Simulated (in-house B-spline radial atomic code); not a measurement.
Results of a calculation; reference values are marked as such.
**Making a Troullier-Martins p channel for Ga, r_c = 3.23 bohr**

Ga, [Ar] 3d10 4s2 4p1, non-relativistic PBE, spherical and spin-unpolarised, from an all-electron radial atomic-structure program (B-spline basis) (atomic units). The all-electron 4p level is ε = -0.096148 hartree, its outermost node lies just inside 0.89 bohr and its outer maximum at 2.57 bohr.

Inside r_c the pseudo-orbital is u(r) = r^2 exp(p(r)), with p = c0 + c2 r² + c4 r⁴ + … + c12 r¹². The seven coefficients follow from p and its first four derivatives at r_c, from zero curvature of the screened potential at the origin, c4 = −c2²/(2l + 5), and from the norm inside r_c. At r_c the all-electron orbital has P = 0.5246421, P' = -0.09250024, the screened potential V = -0.2639192, V' = 0.1798034, V'' = -0.1667598, and the norm inside is Q = 0.5280959.

(1) What are p, p' and p'' at r_c?

For a trial c2 the five matching conditions are linear in c0, c6, c8, c10 and c12, and c2 is varied until the norm inside r_c equals Q. The root nearest zero gives:

| n | c_n |
| --- | --- |
| 0 | -1.394316 |
| 2 | -0.1574455 |
| 4 | -0.003541297 |
| 6 | 0.0003548099 |
| 8 | 3.051986e-05 |
| 10 | -3.773379e-06 |
| 12 | 1.041351e-07 |

(2) Check c4 and p(r_c), and find the screened pseudopotential at the origin.

Orbitals and screened potentials:

| r (bohr) | P | u | V all-electron | V pseudo |
| --- | --- | --- | --- | --- |
| 0.323 | -0.1156 | 0.02545 | -37.32 | -0.8832 |
| 0.808 | -0.05037 | 0.1459 | -5.67 | -0.8772 |
| 1.292 | 0.2818 | 0.3158 | -1.896 | -0.8431 |
| 1.777 | 0.4742 | 0.4659 | -0.9261 | -0.7474 |
| 2.261 | 0.5513 | 0.5471 | -0.562 | -0.5794 |
| 2.746 | 0.5576 | 0.5573 | -0.3748 | -0.3896 |
| 3.23 | 0.5246 | 0.5246 | -0.2639 | -0.2639 |

Logarithmic derivatives P'/P at R = 3.53 bohr, for energies E around ε:

| E − ε (hartree) | all-electron | pseudo |
| --- | --- | --- |
| -0.5 | 0.882598 | 0.880589 |
| -0.25 | 0.514815 | 0.513259 |
| -0.1 | 0.16235 | 0.161735 |
| 0 | -0.221619 | -0.221618 |
| 0.1 | -0.958572 | -0.962573 |
| 0.25 | -12.5944 | -14.7279 |
| 0.5 | 1.77184 | 1.65272 |

(3) With P(R) = 0.4940759 and a norm of 0.6060828 inside R, what slope in energy does norm conservation fix?

## Answers

(1) p = ln(P/r_c^2) = ln(0.5246421/10.4329) = -2.99000. p' = P'/P − 2/r_c = -0.17631 − 0.61920 = -0.79551. The radial equation gives p'' = 2(V − ε) − 2(2) p'/r_c − p'² = -0.33554 − (-0.98515) − 0.63283 = 0.01677. Differentiating, p''' = 2V' + 2(2)p'/r_c² − 2(2)p''/r_c − 2p'p'' = 0.060523, and p'''' = 2V'' − 4(2)p'/r_c³ + 4(2)p''/r_c² − 2(2)p'''/r_c − 2p''² − 2p'p''' = -0.11102.

(2) −c2²/7 = -0.0035413, as listed. The terms c_n r_c^n are -1.39432, -1.64261, -0.38545, 0.40291, 0.36158, -0.46640, 0.13429, which sum to -2.99000. Inverting the radial equation, V_l(r) = ε + 2 p'/r + (p'' + p'²)/2, so V_l(0) = ε + (2l + 3) c2 = -0.096148 + 5 × (-0.157445) = -0.8834 hartree, finite where the all-electron potential diverges.

(3) d(P'/P)/dE = −2 × (norm inside R)/P(R)² = -4.9656 per hartree·bohr at E = ε, for both atoms, since orbital and norm agree at R. Differences over ±0.1 hartree give -5.6046 (all-electron) and -5.6215 (pseudo), which also hold third-order terms. Half a hartree below ε the two curves differ by -0.0020.
